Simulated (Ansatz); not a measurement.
Species: C3HF4, net charge 0, doublet state. It need not be the lowest isomer of its formula. SMILES: C(/F)=[C]\C(F)(F)F
Coordinates optimised at B3LYP-D3(BJ)/def2-TZVP (Ansatz, an electronic-structure program):
```
C
C 1 1.3026
F 2 1.3468 1 123.36
H 2 1.0831 1 124.20 3 180.00
C 1 1.4689 2 143.13 4 -180.00
F 5 1.3459 1 111.53 2 -120.05
F 5 1.3459 6 107.26 1 122.39
F 5 1.3491 6 107.53 7 115.40
```
Charge 0, spin multiplicity 2.

Property: atomisation energy (electronic, to ground-state atoms), in kcal/mol. Cores are frozen in the correlated levels unless marked. Open shells are spin-unrestricted. No spin-orbit coupling. Non-relativistic. The coupled-cluster limit lacks core correlation, which all-electron functionals hold. CBS marks a two-point X^-3 extrapolation of the correlation energy; Hartree-Fock from the larger set.

```csv
level,program,atomisation energy (kcal/mol)
B3LYP/def2-TZVPD,Ansatz,778.3
```

Problem. Estimate the value at CCSD(T)/CBS(cc-pVTZ,cc-pVQZ) as computed with Ansatz.

Solution. 783.5 kcal/mol, so B3LYP/def2-TZVPD differs from it by -5.2 kcal/mol.
